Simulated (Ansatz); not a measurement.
A nudged elastic band was laid between two geometries of GaH6NO2S (11 atoms, charge 0, multiplicity 1).

Method: RKS PBE-D4/def2-SVP (Ansatz 0.2.0).

```yaml
movable_images: 5
climbing_image: yes
spring: 5.0 eV/Å²
optimiser: quadratic models (default)
start_path: through a guess of the saddle point
force_threshold: 0.05 eV/Å
iteration_limit: 60
end_points: relaxed
```

First end point:

```xyz
11
Properties=species:S:1:pos:R:3
Ga 0.028 0.018 0.045
O 0.023 -0.380 1.871
H -0.626 -1.065 2.119
N 1.648 -0.203 -0.787
H 2.482 -0.077 -0.207
H 1.776 0.276 -1.682
O -1.481 -0.217 -0.926
H -2.243 0.250 -0.540
S -0.236 2.491 1.225
H 1.117 2.617 1.313
H -0.233 1.339 2.046
```

Last end point:

```xyz
11
Properties=species:S:1:pos:R:3
Ga 0.095 0.676 0.090
O -0.033 -0.341 2.021
H -0.906 -0.662 1.657
N 1.481 0.109 -0.994
H 1.757 -0.871 -0.867
H 2.329 0.684 -0.971
O -1.543 -0.173 -0.025
H -1.767 -0.532 -0.901
S -0.116 2.772 0.882
H 1.229 2.950 1.013
H -0.270 0.436 2.573
```

**Question.** Which bonds break or form, and what moves?

**Answer.** Bonds broken: S9–H11. Bonds formed: Ga1–S9, O2–H11.

**Question.** What energy profile does the band end with?

**Answer.** The run converged. The highest image is number 0 of 0 to 6, 0.000 eV above the first end and 0.729 eV above the last; the last end lies 0.729 eV below the first. The highest image is an end point: on this band no image between the ends rises above it. A vibrational analysis next to that end finds imaginary modes (50i cm⁻¹), so it isn't a minimum. Between wells the path still climbs a hump at image 4, 0.06 eV above the well before it. The orbitals stay closed-shell, which can raise the energy where a bond breaks towards radicals; this wasn't checked here.

```
image  path coordinate (Å)  energy (eV)  S9–H11 (Å)  Ga1–S9 (Å)  O2–H11 (Å)
    0                 0.00        0.000        1.41        2.75        1.75
    1                 0.28        0.000        1.44        2.71        1.65
    2                 1.58       -0.651        2.48        2.30        0.99
    3                 2.89       -0.723        3.00        2.25        0.98
    4                 4.19       -0.660        3.15        2.24        0.98
    5                 5.49       -0.701        3.11        2.25        0.98
    6                 6.79       -0.729        2.89        2.25        0.98
```

The band took 35 iterations and roughly 6 core-minutes.

Time of the run: 96 s on 4 threads of AMD EPYC 9R45 96-Core Processor (Zen 5) (shared host), peak memory 0.21 GiB.
